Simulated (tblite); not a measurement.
A geometry optimisation, step by step.

Species: CH₁₂OSi₄.
Atom-mapped SMILES: `[CH3:1][SiH2:2][SiH2:3][SiH2:4][O:5][SiH3:6]` (hydrogens: H7, H8, H9 on C1; H10, H11 on Si2; H12, H13 on Si3; H14, H15 on Si4; H16, H17, H18 on Si6)

Computed with GFN2-xTB (tblite), gas phase: L-BFGS steps from a force-field or distance-geometry start until the largest atomic force falls under 0.01 eV/Å. 4 of its 195 geometries are shown.

Step 0: E = -524.6226 eV, largest atomic force 3.159 eV/Å
```
atom  x, y, z in Å  |  force x, y, z in eV/Å
C1     -3.661    0.032    0.284   -0.289   0.168   0.559
Si2    -2.050   -0.427   -0.542    0.153  -0.642  -0.646
Si3    -0.445    0.021    0.972   -0.299  -0.199   0.832
Si4     1.375    0.886    0.040    0.840  -0.303  -0.780
O5      2.167   -0.239   -0.997    1.416   1.231   2.541
Si6     3.711   -0.512   -0.288   -0.679  -0.631  -0.720
H7     -3.534   -0.184    1.367   -0.429   0.277  -0.666
H8     -4.462   -0.600   -0.109   -0.086   0.582   0.232
H9     -3.849    1.117    0.146   -0.246  -0.906   0.191
H10    -1.886    0.342   -1.768   -0.057   0.056  -0.288
H11    -2.067   -1.857   -0.917   -0.098   0.148  -0.059
H12    -0.144   -1.172    1.777   -0.052   0.020   0.177
H13    -0.994    1.038    1.918    0.206  -0.269  -0.071
H14     1.146    2.096   -0.714    0.160   0.204  -0.342
H15     2.286    1.235    1.166   -0.621   0.432  -0.321
H16     3.773   -1.943    0.066   -0.161   0.326  -0.199
H17     4.808   -0.101   -1.161   -0.306   0.004  -0.136
H18     3.816    0.277    0.953    0.547  -0.499  -0.304
```

Step 65: E = -525.9050 eV, largest atomic force 0.044 eV/Å
```
atom  x, y, z in Å  |  force x, y, z in eV/Å
C1     -3.803   -0.028    0.190   -0.010  -0.002   0.012
Si2    -2.084   -0.502   -0.476    0.031   0.008   0.014
Si3    -0.421    0.089    1.043   -0.028   0.010   0.033
Si4     1.397    1.259    0.241    0.014   0.006  -0.007
O5      2.481    0.089   -0.086   -0.002  -0.003  -0.003
Si6     3.897   -0.667   -0.252    0.002   0.001  -0.002
H7     -3.971   -0.455    1.176    0.002  -0.010  -0.026
H8     -4.600   -0.378   -0.461    0.019   0.022   0.020
H9     -3.904    1.050    0.285    0.010  -0.016  -0.014
H10    -1.920    0.182   -1.771   -0.010   0.003  -0.017
H11    -2.141   -1.936   -0.806    0.009  -0.001   0.015
H12     0.040   -1.122    1.752   -0.022  -0.013   0.005
H13    -1.041    0.872    2.136    0.006   0.003  -0.022
H14     1.203    1.960   -1.036   -0.018  -0.002   0.001
H15     2.076    2.212    1.130   -0.015  -0.014   0.005
H16     3.555   -2.087   -0.278   -0.014   0.013  -0.020
H17     4.500   -0.199   -1.497    0.008  -0.016  -0.003
H18     4.728   -0.332    0.903    0.019   0.009   0.009
```

Step 129: E = -525.9209 eV, largest atomic force 0.064 eV/Å
```
atom  x, y, z in Å  |  force x, y, z in eV/Å
C1     -3.699   -0.120    0.066   -0.005  -0.004  -0.020
Si2    -1.925   -0.628   -0.398    0.028   0.017   0.026
Si3    -0.472    0.295    1.173    0.018   0.005   0.000
Si4     1.452    1.333    0.444   -0.057   0.028   0.011
O5      2.343    0.097   -0.132    0.013  -0.027   0.013
Si6     3.699   -0.714   -0.464    0.015   0.015   0.003
H7     -4.014   -0.619    0.978   -0.010   0.030  -0.013
H8     -4.419   -0.366   -0.710    0.018   0.004   0.021
H9     -3.752    0.951    0.243   -0.046  -0.018  -0.011
H10    -1.676   -0.177   -1.778    0.005   0.015   0.013
H11    -1.908   -2.098   -0.465    0.013  -0.020  -0.008
H12    -0.150   -0.747    2.170    0.001   0.006   0.014
H13    -1.220    1.286    1.979    0.007  -0.012  -0.006
H14     1.296    2.266   -0.682    0.009  -0.024  -0.003
H15     2.291    2.034    1.427   -0.004  -0.010   0.005
H16     3.248   -2.086   -0.679   -0.006   0.014  -0.001
H17     4.288   -0.106   -1.653    0.023  -0.007  -0.046
H18     4.607   -0.596    0.677   -0.020  -0.012   0.000
```

Step 194: E = -525.9554 eV, largest atomic force 0.009 eV/Å
```
atom  x, y, z in Å  |  force x, y, z in eV/Å
C1     -3.419   -0.413   -0.243   -0.001  -0.008   0.001
Si2    -1.545   -0.712   -0.076   -0.004  -0.004   0.003
Si3    -0.573    0.797    1.405    0.004   0.000   0.000
Si4     1.630    1.318    0.986    0.000  -0.001   0.006
O5      2.103    0.088    0.022   -0.002   0.002  -0.003
Si6     3.104   -0.722   -0.952    0.005   0.004  -0.001
H7     -3.914   -0.484    0.721    0.001   0.004   0.006
H8     -3.886   -1.137   -0.904    0.001   0.000  -0.009
H9     -3.623    0.576   -0.643   -0.003   0.002   0.004
H10    -0.977   -0.616   -1.430    0.004  -0.001  -0.005
H11    -1.372   -2.118    0.332    0.002   0.009   0.002
H12    -0.716    0.303    2.791   -0.003  -0.002   0.000
H13    -1.349    2.055    1.458   -0.001  -0.005  -0.002
H14     1.889    2.552    0.233    0.003   0.008  -0.004
H15     2.574    1.337    2.112   -0.002  -0.004  -0.002
H16     2.250   -1.742   -1.552   -0.007  -0.002   0.005
H17     3.646    0.209   -1.941    0.002  -0.002  -0.001
H18     4.171   -1.285   -0.127    0.000  -0.002   0.000
```

**Question.** Summarise the path.

**Answer.** The energy falls by 1.3328 eV from step 0 to step 194; nine tenths of that is first reached at step 17. It falls at every step. The largest force goes from 3.159 to 0.009 eV/Å. Among the bonds O5–Si6 changes most, from 1.720 to 1.615 Å; the atoms move by 1.292 Å rms after alignment.

**Question.** Follow the three bonds and two angles with the largest change from start to end.

**Answer.** 
```csv
step,E above end (eV),largest force (eV/Å),O5–Si6 (Å),Si4–O5 (Å),Si3–Si4 (Å),Si4–O5–Si6 (°),Si3–Si4–H15 (°)
0,1.3328,3.159,1.720,1.723,2.221,105.6,106.0
8,0.3700,0.645,1.626,1.640,2.305,134.0,106.9
17,0.1304,0.345,1.610,1.622,2.295,148.7,114.5
25,0.0790,0.102,1.614,1.628,2.314,158.2,116.5
34,0.0670,0.079,1.614,1.627,2.308,161.3,116.9
42,0.0611,0.080,1.614,1.628,2.306,162.2,116.9
51,0.0576,0.056,1.614,1.627,2.305,162.0,117.0
59,0.0535,0.049,1.614,1.628,2.307,159.6,117.9
67,0.0500,0.031,1.613,1.629,2.308,160.0,119.0
76,0.0466,0.039,1.614,1.629,2.305,159.3,118.6
84,0.0454,0.018,1.614,1.628,2.306,160.9,119.0
93,0.0447,0.021,1.614,1.627,2.305,162.1,118.4
101,0.0439,0.038,1.613,1.627,2.305,163.6,118.1
110,0.0412,0.050,1.615,1.629,2.307,160.4,117.8
118,0.0381,0.063,1.613,1.630,2.305,159.0,118.0
127,0.0353,0.040,1.615,1.630,2.302,156.1,118.5
135,0.0303,0.085,1.616,1.632,2.300,155.8,119.5
143,0.0211,0.077,1.617,1.631,2.302,155.3,118.8
152,0.0142,0.052,1.616,1.632,2.303,154.4,117.1
160,0.0100,0.125,1.618,1.633,2.307,152.1,117.3
169,0.0044,0.040,1.616,1.632,2.302,152.4,117.7
177,0.0019,0.041,1.617,1.633,2.302,154.1,117.6
186,0.0004,0.028,1.615,1.633,2.302,155.5,118.2
194,0.0000,0.009,1.615,1.632,2.303,156.0,118.6
```

What follows is the cost of the whole relaxation. Time: 1.8 s of wall time. Hardware: an Arm Neoverse V1 with one thread, shared host with 32 logical CPUs at a one-minute load of 12.
